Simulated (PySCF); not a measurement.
CH4F2OSn. Atoms are numbered in the order given.

```xyz
9

Sn     0.3956     0.2789     0.0000
F      0.7896    -0.8653    -1.5113
F      0.7896    -0.8653     1.5113
O     -1.5393     0.6151     0.0000
C     -2.4667    -0.4601     0.0000
H      1.3318     1.6942     0.0000
H     -2.3663    -1.0990     0.8961
H     -3.4795    -0.0259     0.0000
H     -2.3663    -1.0990    -0.8961
```

Coordinates come from a B3LYP-D3(BJ)/def2-SVP optimisation. The structure was generated by enumeration; whether it is a known compound was not checked. The def2 effective core potentials stand for the cores of Sn; spin–orbit coupling is left out. Other conformers were not sampled.

All values below come from PySCF with PBE/def2-TZVP.

The molecule is in vacuum.

| Property | Value |
|---|---|
| total energy | -529.59827 hartree |
| point group | Cs |
| highest occupied level | -6.90 eV |
| lowest empty level | -2.88 eV |
| orbital gap | 4.01 eV |
| dipole moment | 2.05 D |
| quadrupole, principal values (traceless, Buckingham form, about the centre of nuclear charge) | -6.33, -5.73, 12.06 D·Å |
| mean static polarisability | 53.2 bohr³ (7.89 Å³) |
| polarisability, principal values | 46.6, 47.9, 65.3 bohr³ |
